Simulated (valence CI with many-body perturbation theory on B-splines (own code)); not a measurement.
**E1 transitions of Ca6+**

Level of theory: configuration interaction combined with many-body perturbation theory (CI+MBPT): four valence electrons over a frozen Dirac-Fock core [Ne], a basis of 11 s, 11 p, 10 d, 8 f, 5 g, 2 h functions for each j, with the one-electron correlation potential Σ1 (screened to all orders), the two-electron term Σ2, the three-electron term Σ3, Breit, model QED; selected single and double excitations, second order for the rest, scaled by the run's own slope (own B-spline code, finite nucleus).

Against 21 measured levels this calculation errs by 125 cm⁻¹ on average and by 402 at most. These come from a selection out of Sugar and Corliss, J. Phys. Chem. Ref. Data 8, 865 (1979). Levels without a partner in it may be off by more. Among the levels kept, up to 650 cm⁻¹ of a level comes from second order outside the variational space, and about a tenth of that is noise between levels of different J, which matters for small intervals.

Lines 251 to 300 of 571 in falling wavelength, among levels below 81.743 eV, chosen from the strongest by gf and those to the six lowest levels. Wavelengths and rates use the calculated energies, so an error of 100 cm⁻¹ moves a line at 409.9 Å by 0.041 % and its rate by three times that or more. Electric multipoles are in the length gauge, E1 and E2 with the static RPA response of the core. Weak lines are less certain than strong ones. Lines between different terms over intervals too small for the method are left out, as are lines whose strength nearly cancels. Where a level lies close to another of its J and parity, the split of strength between their lines is uncertain. The highest levels of a list are the least certain.

Names give the largest LS component (configuration and term), which can be under half, so a name can repeat, a term be missing and a line seem to break the LS rules; names also repeat where a configuration has a term twice. Letters in brackets count levels of one name in rising energy.

| λ vac (Å) | λ from measured levels | Upper | Lower | A (s⁻¹) | S (a.u.) with core polarisation | S without |
| --- | --- | --- | --- | --- | --- | --- |
| 410.0 |  | 3s²3p3d ³F°_2 | 3s²3p² ³P_2 | 4.53e+06 | 7.71e-04 | 7.96e-04 |
| 409.9 | 410.5 | 3s3p³ ³S°_1 | 3s²3p² ³P_1 | 9.41e+09 | 9.59e-01 | 9.99e-01 |
| 409.0 |  | 3s3p3d² ⁵D°_4 | 3s3p²3d ⁵P_3 | 1.43e+09 | 4.35e-01 | 4.52e-01 |
| 407.6 |  | 3s²3p3d ³F°_3 | 3s²3p² ³P_2 | 1.87e+07 | 4.37e-03 | 4.51e-03 |
| 407.2 | 407.8 | 3s3p³ ³S°_1 | 3s²3p² ³P_0 | 3.31e+09 | 3.31e-01 | 3.44e-01 |
| 407.1 |  | 3s²3p4p ¹S_0 | 3s²3p3d ¹P°_1 | 1.46e+10 | 4.87e-01 | 4.91e-01 |
| 405.9 |  | 3s²3p3d ³F°_2 | 3s²3p² ³P_1 | 8.27e+06 | 1.37e-03 | 1.41e-03 |
| 404.2 |  | 3s²3d² ¹D_2 | 3s²3p3d ¹P°_1 | 8.51e+09 | 1.39e+00 | 1.44e+00 |
| 401.9 | 402.5 | 3s3p³ ¹P°_1 | 3s²3p² ³P_2 | 6.54e+08 | 6.29e-02 | 6.55e-02 |
| 400.3 |  | 3p³3d ¹D°_2 | 3p⁴ ¹D_2 | 2.87e+09 | 4.54e-01 | 4.69e-01 |
| 398.3 |  | 3s3p²3d ³D_3 [d] | 3s²3p3d ³F°_4 | 2.42e+09 | 5.28e-01 | 5.47e-01 |
| 398.0 | 398.6 | 3s3p³ ¹P°_1 | 3s²3p² ³P_1 | 1.00e+09 | 9.36e-02 | 9.74e-02 |
| 395.4 | 396.1 | 3s3p³ ¹P°_1 | 3s²3p² ³P_0 | 2.30e+08 | 2.10e-02 | 2.19e-02 |
| 395.4 |  | 3s3p²3d ¹F_3 [b] | 3s²3p3d ¹D°_2 | 1.35e+10 | 2.88e+00 | 2.98e+00 |
| 393.4 |  | 3s3p²3d ³D_2 [d] | 3s²3p3d ³F°_3 | 1.96e+09 | 2.95e-01 | 3.05e-01 |
| 393.1 |  | 3s3p3d² ⁵G°_4 | 3s3p²3d ⁵F_4 | 6.68e+08 | 1.80e-01 | 1.87e-01 |
| 392.8 |  | 3s3p3d² ⁵G°_3 | 3s3p²3d ⁵F_3 | 9.25e+08 | 1.94e-01 | 2.01e-01 |
| 392.5 |  | 3s3p3d² ⁵G°_2 | 3s3p²3d ⁵F_2 | 9.51e+08 | 1.42e-01 | 1.47e-01 |
| 391.8 |  | 3s3p3d² ⁵G°_2 | 3s3p²3d ⁵F_1 | 4.00e+09 | 5.93e-01 | 6.14e-01 |
| 391.7 |  | 3s3p3d² ⁵G°_6 | 3s3p²3d ⁵F_5 | 5.01e+09 | 1.93e+00 | 2.00e+00 |
| 391.6 |  | 3s3p3d² ⁵G°_3 | 3s3p²3d ⁵F_2 | 4.02e+09 | 8.34e-01 | 8.63e-01 |
| 391.6 |  | 3s3p3d² ⁵G°_5 | 3s3p²3d ⁵F_4 | 4.63e+09 | 1.51e+00 | 1.56e+00 |
| 391.5 |  | 3s3p3d² ⁵G°_4 | 3s3p²3d ⁵F_3 | 4.28e+09 | 1.14e+00 | 1.18e+00 |
| 391.5 |  | 3s3p²3d ¹D_2 [b] | 3s3p³ ¹P°_1 | 6.76e+09 | 1.00e+00 | 1.04e+00 |
| 390.4 |  | 3s²3d² ¹D_2 | 3s²3p3d ¹F°_3 | 1.91e+09 | 2.80e-01 | 2.95e-01 |
| 390.2 |  | 3s3p²3d ¹F_3 [b] | 3s²3p3d ³P°_2 | 3.43e+09 | 7.05e-01 | 7.29e-01 |
| 390.1 |  | 3s3p²3d ³D_1 [d] | 3s²3p3d ³F°_2 | 2.25e+09 | 1.98e-01 | 2.05e-01 |
| 388.5 |  | 3s3p²3d ³P_2 [a] | 3s3p³ ³D°_3 | 1.29e+10 | 1.86e+00 | 1.93e+00 |
| 388.1 |  | 3s3p²3d ³P_2 [a] | 3s3p³ ³D°_2 | 3.45e+09 | 4.98e-01 | 5.17e-01 |
| 387.0 |  | 3s²3p4p ³P_1 | 3s²3p3d ³D°_2 | 2.38e+09 | 2.05e-01 | 2.03e-01 |
| 386.1 |  | 3s²3p4p ³P_1 | 3s²3p3d ³D°_1 | 1.76e+09 | 1.50e-01 | 1.50e-01 |
| 385.3 |  | 3s3p²3d ¹P_1 [a] | 3s3p³ ¹D°_2 | 2.06e+10 | 1.74e+00 | 1.81e+00 |
| 385.2 |  | 3s²3d² ³F_3 | 3s²3p3d ³D°_3 | 2.30e+09 | 4.55e-01 | 4.71e-01 |
| 385.0 |  | 3s²3d² ³F_4 | 3s²3p3d ³D°_3 | 2.26e+10 | 5.73e+00 | 5.94e+00 |
| 385.0 |  | 3s²3p4p ³P_2 | 3s²3p3d ³D°_3 | 3.95e+09 | 5.56e-01 | 5.54e-01 |
| 385.0 |  | 3s3p²3d ³P_1 [a] | 3s3p³ ³D°_2 | 1.09e+10 | 9.23e-01 | 9.58e-01 |
| 384.9 |  | 3s²3d² ³F_2 | 3s²3p3d ³D°_2 | 2.16e+09 | 3.04e-01 | 3.18e-01 |
| 384.9 |  | 3s3p²3d ³P_1 [a] | 3s3p³ ³D°_1 | 4.98e+09 | 4.20e-01 | 4.36e-01 |
| 384.7 |  | 3s²3d² ³F_3 | 3s²3p3d ³D°_2 | 1.97e+10 | 3.87e+00 | 4.00e+00 |
| 384.5 |  | 3s²3p4p ³P_2 | 3s²3p3d ³D°_2 | 2.98e+09 | 4.18e-01 | 4.22e-01 |
| 384.4 |  | 3s3p²3d ⁵D_1 | 3s3p³ ⁵S°_2 | 1.38e+07 | 1.16e-03 | 1.20e-03 |
| 384.0 |  | 3s3p²3d ⁵D_2 | 3s3p³ ⁵S°_2 | 3.43e+07 | 4.79e-03 | 4.94e-03 |
| 384.0 |  | 3s²3d² ³F_2 | 3s²3p3d ³D°_1 | 1.82e+10 | 2.55e+00 | 2.63e+00 |
| 383.4 |  | 3s3p²3d ⁵D_3 | 3s3p³ ⁵S°_2 | 4.29e+07 | 8.36e-03 | 8.62e-03 |
| 383.1 |  | 3s3p²3d ³P_0 [a] | 3s3p³ ³D°_1 | 1.55e+10 | 4.30e-01 | 4.47e-01 |
| 380.6 |  | 3s3p²3d ¹D_2 [b] | 3s3p³ ³S°_1 | 1.19e+09 | 1.61e-01 | 1.67e-01 |
| 380.5 |  | 3s3p²3d ¹S_0 | 3s3p³ ¹P°_1 | 3.05e+10 | 8.29e-01 | 8.57e-01 |
| 378.3 | 378.3 | 3s²3p3d ³P°_2 | 3s²3p² ¹D_2 | 5.07e+09 | 6.77e-01 | 7.03e-01 |
| 377.3 |  | 3s²3p4p ³P_0 | 3s²3p3d ³P°_1 | 7.44e+09 | 1.97e-01 | 1.99e-01 |
| 375.6 | 375.5 | 3s²3p3d ³P°_1 | 3s²3p² ¹D_2 | 1.08e+08 | 8.45e-03 | 8.75e-03 |
